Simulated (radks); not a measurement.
Neutral barium, configuration [Xe] 5d1 6s1 (not the ground configuration).

All-electron calculation, scalar-relativistic Kohn-Sham, BLYP, spin-polarised, spherical densities, point nucleus; open shells are filled with parallel spins first (spin-orbit coupling, left out, can overturn this in heavy ions). Program: a radial shooting solver on a logarithmic mesh with Libxc functionals.

Energy parts (Ry):
part                       energy
total                 -16272.4830
kinetic                17179.6465
electron-nucleus      -39379.0354
Hartree                 6323.3957
exchange-correlation    -396.4898

Orbitals (lengths in bohr, moments of r in powers of bohr):
orbital  occ.  eigenvalue (Ry)      <r>
1s up       1        -2738.852  0.02558
1s down     1        -2738.851  0.02558
2s up       1        -432.8039   0.1097
2s down     1        -432.8025   0.1097
2p up       3        -388.1062  0.09618
2p down     3        -388.1052  0.09618
3s up       1        -91.24587   0.2920
3s down     1        -91.24498   0.2920
3p up       3        -76.91983   0.2900
3p down     3        -76.91887   0.2900
3d up       5        -56.10797   0.2666
3d down     5        -56.10671   0.2666
4s up       1        -17.79704   0.6739
4s down     1        -17.79446   0.6739
4p up       3        -13.17616   0.7156
4p down     3        -13.17367   0.7156
4d up       5         -6.46986   0.8007
4d down     5         -6.46709   0.8006
5s up       1         -2.36765    1.644
5s down     1         -2.35253    1.639
5p up       3         -1.27769    1.943
5p down     3         -1.25599    1.932
5d up       1         -0.10261    3.906
6s up       1         -0.21412    4.879

The highest occupied level is 5d up at -1.396 eV. Summed over all electrons, <r^2> = 91.42 bohr^2, which gives a Langevin (diamagnetic) susceptibility term of -72.4 x 10^-6 cm^3/mol. The density falls to 0.001 e/bohr^3 at r = 5.21 bohr.
